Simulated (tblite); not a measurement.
Compound: C8H13OP.
Atom-mapped SMILES: `[CH2:1]=[CH:2][P:3]1[CH2:4][CH2:5][C:6]([O:7][CH3:8])=[C:9]1[CH3:10]` (hydrogens: H11, H12 on C1; H13 on C2; H14, H15 on C4; H16, H17 on C5; H18, H19, H20 on C8; H21, H22, H23 on C10)

Computed with GFN2-xTB (tblite), gas phase: L-BFGS steps from a force-field or distance-geometry start until the largest atomic force falls under 0.01 eV/Å.

Step 172: E = -824.1090 eV
```
atom  x, y, z in Å  |  force x, y, z in eV/Å
C1     -3.4376    0.8846    0.4211    0.125  -0.018  -0.025
C2     -2.5257   -0.0750    0.3859   -0.094   0.094   0.068
P3     -1.1118   -0.1006    1.5526    0.001  -0.035  -0.059
C4     -0.3869   -1.7551    1.0691    0.013  -0.021  -0.008
C5      0.6124   -1.5664   -0.0777    0.037   0.015  -0.029
C6      0.8596   -0.0865   -0.2388   -0.021  -0.023  -0.023
O7      1.7711    0.3869   -1.1481   -0.001   0.013   0.070
C8      3.0160   -0.2707   -1.2322    0.007  -0.001   0.032
C9      0.0916    0.7471    0.4691   -0.014  -0.035   0.011
C10     0.1490    2.2363    0.4389    0.013   0.018  -0.021
H11    -4.2777    0.9222   -0.2543    0.013  -0.022  -0.018
H12    -3.3554    1.6934    1.1279   -0.057   0.023   0.043
H13    -2.5991   -0.8943   -0.3170   -0.004  -0.029  -0.053
H14     0.1125   -2.1710    1.9463    0.013   0.007   0.023
H15    -1.2003   -2.4331    0.8062    0.030  -0.056   0.003
H16     1.5443   -2.1012    0.1322   -0.072   0.024  -0.012
H17     0.2114   -1.9562   -1.0214    0.052   0.014   0.060
H18     3.6113    0.3282   -1.9222   -0.001  -0.055   0.020
H19     2.9226   -1.2898   -1.6260   -0.003   0.062   0.021
H20     3.5176   -0.2979   -0.2548   -0.056  -0.032  -0.107
H21     0.1768    2.6232    1.4570    0.016   0.038  -0.013
H22     1.0319    2.5623   -0.1074   -0.026   0.027   0.012
H23    -0.7384    2.6408   -0.0506    0.028  -0.008   0.006
```

Step 173: E = -824.1113 eV
```
atom  x, y, z in Å  |  force x, y, z in eV/Å
C1     -3.4294    0.8903    0.4188    0.111  -0.028  -0.055
C2     -2.5297   -0.0806    0.3870   -0.053   0.012   0.035
P3     -1.1134   -0.1047    1.5528   -0.011  -0.046  -0.057
C4     -0.3780   -1.7540    1.0690    0.005  -0.021  -0.010
C5      0.6199   -1.5591   -0.0773    0.007   0.032  -0.006
C6      0.8664   -0.0791   -0.2294   -0.042   0.017  -0.030
O7      1.7835    0.3994   -1.1298    0.078  -0.038   0.100
C8      3.0161   -0.2823   -1.2347   -0.036  -0.026   0.070
C9      0.0870    0.7495    0.4731   -0.014   0.001  -0.006
C10     0.1298    2.2400    0.4396    0.013   0.000  -0.005
H11    -4.2703    0.9353   -0.2552    0.009  -0.023  -0.011
H12    -3.3324    1.7021    1.1199   -0.062   0.033   0.047
H13    -2.6120   -0.9087   -0.3095   -0.007   0.053   0.010
H14     0.1244   -2.1697    1.9441    0.015   0.016   0.043
H15    -1.1870   -2.4360    0.8066    0.007  -0.076  -0.012
H16     1.5492   -2.0958    0.1298   -0.027  -0.002  -0.013
H17     0.2171   -1.9405   -1.0229    0.047  -0.003   0.041
H18     3.6211    0.3193   -1.9095    0.026  -0.010  -0.049
H19     2.9011   -1.2901   -1.6504   -0.018   0.067   0.001
H20     3.5279   -0.3475   -0.2642   -0.104  -0.001  -0.080
H21     0.1427    2.6319    1.4564    0.017   0.026  -0.016
H22     1.0162    2.5693   -0.0967    0.001   0.050  -0.006
H23    -0.7544    2.6382   -0.0619    0.037  -0.034   0.010
```

Step 174: E = -824.1137 eV
```
atom  x, y, z in Å  |  force x, y, z in eV/Å
C1     -3.4218    0.8941    0.4110    0.069  -0.028  -0.056
C2     -2.5288   -0.0825    0.3895   -0.028  -0.014   0.006
P3     -1.1136   -0.1082    1.5569   -0.040  -0.039  -0.026
C4     -0.3753   -1.7549    1.0714    0.012  -0.037  -0.007
C5      0.6255   -1.5561   -0.0718   -0.004   0.022   0.004
C6      0.8651   -0.0758   -0.2233    0.002  -0.001  -0.042
O7      1.7834    0.4049   -1.1204    0.099  -0.040   0.071
C8      3.0093   -0.2870   -1.2424   -0.035   0.013   0.034
C9      0.0854    0.7498    0.4813   -0.033   0.043  -0.014
C10     0.1234    2.2405    0.4438    0.009   0.025   0.009
H11    -4.2616    0.9397   -0.2650    0.025  -0.027  -0.009
H12    -3.3253    1.7078    1.1087   -0.053   0.052   0.061
H13    -2.6119   -0.9130   -0.3047   -0.010   0.059   0.021
H14     0.1270   -2.1708    1.9466    0.012   0.015   0.045
H15    -1.1833   -2.4383    0.8085    0.015  -0.073  -0.021
H16     1.5573   -2.0865    0.1389   -0.023  -0.012  -0.008
H17     0.2298   -1.9400   -1.0188    0.034  -0.010   0.033
H18     3.6215    0.3266   -1.9023   -0.002  -0.038  -0.023
H19     2.8882   -1.2838   -1.6805   -0.046   0.057  -0.027
H20     3.5185   -0.3836   -0.2756   -0.068   0.021  -0.024
H21     0.1261    2.6389    1.4591    0.020   0.004  -0.042
H22     1.0132    2.5692   -0.0869    0.007   0.056  -0.002
H23    -0.7565    2.6361   -0.0681    0.041  -0.048   0.018
```

Step 175: E = -824.1174 eV
```
atom  x, y, z in Å  |  force x, y, z in eV/Å
C1     -3.4093    0.9006    0.4013   -0.012   0.031  -0.015
C2     -2.5289   -0.0859    0.3918    0.032  -0.010   0.004
P3     -1.1156   -0.1160    1.5603   -0.062  -0.027   0.036
C4     -0.3678   -1.7575    1.0746    0.003  -0.054   0.009
C5      0.6335   -1.5521   -0.0668   -0.022   0.014   0.029
C6      0.8622   -0.0717   -0.2170    0.024   0.026  -0.016
O7      1.7839    0.4160   -1.1060    0.081  -0.025   0.049
C8      2.9975   -0.2903   -1.2483   -0.005  -0.012  -0.017
C9      0.0803    0.7494    0.4910   -0.019   0.048  -0.063
C10     0.1131    2.2395    0.4454    0.057   0.026   0.003
H11    -4.2457    0.9539   -0.2785    0.030  -0.040  -0.020
H12    -3.3163    1.7135    1.1014   -0.030   0.045   0.049
H13    -2.6128   -0.9137   -0.3023   -0.017   0.001  -0.019
H14     0.1383   -2.1681    1.9506    0.006   0.019   0.042
H15    -1.1711   -2.4486    0.8159    0.025  -0.061  -0.037
H16     1.5675   -2.0754    0.1455    0.011  -0.031   0.009
H17     0.2455   -1.9389   -1.0135   -0.004  -0.031  -0.017
H18     3.6262    0.3350   -1.8825   -0.027  -0.049  -0.008
H19     2.8634   -1.2698   -1.7198   -0.064   0.053  -0.065
H20     3.4985   -0.4366   -0.2862   -0.023   0.052   0.051
H21     0.1073    2.6466    1.4558    0.018   0.008   0.006
H22     1.0067    2.5667   -0.0805    0.008   0.053   0.000
H23    -0.7609    2.6306   -0.0764   -0.009  -0.038  -0.008
```

Problem. Estimate the geometry and energy of step 176. (The exact step hangs on the optimiser's Hessian estimate; all steps are aligned on step 175, rigid shifts and turns removed.)

Solution. E = -824.1186 eV, largest force 0.247 eV/Å
```
atom  x, y, z in Å  |  force x, y, z in eV/Å
C1     -3.3918    0.9109    0.3811   -0.022  -0.022   0.016
C2     -2.5291   -0.0920    0.3929    0.012  -0.014  -0.045
P3     -1.1217   -0.1239    1.5676   -0.053  -0.024   0.057
C4     -0.3605   -1.7595    1.0815    0.002  -0.068   0.024
C5      0.6503   -1.5442   -0.0505   -0.016  -0.030   0.024
C6      0.8630   -0.0623   -0.2001    0.035  -0.011  -0.017
O7      1.7865    0.4343   -1.0802    0.193  -0.105   0.001
C8      2.9809   -0.2987   -1.2685   -0.010  -0.132   0.021
C9      0.0749    0.7521    0.5088   -0.019   0.043  -0.087
C10     0.0999    2.2415    0.4555    0.039   0.103   0.018
H11    -4.2233    0.9676   -0.3038    0.022  -0.042  -0.034
H12    -3.2983    1.7272    1.0771   -0.003   0.053   0.035
H13    -2.6223   -0.9289   -0.2919   -0.008   0.049   0.013
H14     0.1424   -2.1677    1.9614   -0.010   0.022   0.021
H15    -1.1591   -2.4557    0.8179    0.057  -0.040  -0.046
H16     1.5908   -2.0538    0.1730   -0.027  -0.020   0.012
H17     0.2807   -1.9418   -1.0012   -0.012  -0.010   0.009
H18     3.6248    0.3442   -1.8710   -0.041  -0.068   0.045
H19     2.8220   -1.2509   -1.8003   -0.079   0.230   0.045
H20     3.4791   -0.5205   -0.3131   -0.078   0.113  -0.114
H21     0.0652    2.6555    1.4653    0.025  -0.014  -0.082
H22     1.0062    2.5706   -0.0523   -0.063   0.037   0.047
H23    -0.7649    2.6230   -0.0932    0.055  -0.050   0.037
```

The energy changes by -0.0012 eV. The first-order estimate −F·Δx gives -0.0050 eV and the mean of the old and new forces, exact on a quadratic surface, -0.0006 eV. The step makes an angle of 84° with the force vector and moves no atom by more than 0.092 Å.

The cost below is that of the whole relaxation. Hardware: Intel Xeon Platinum 8488C, one thread, no GPU, shared host with 192 logical CPUs at a one-minute load of 126. Cost: 3.8 s.
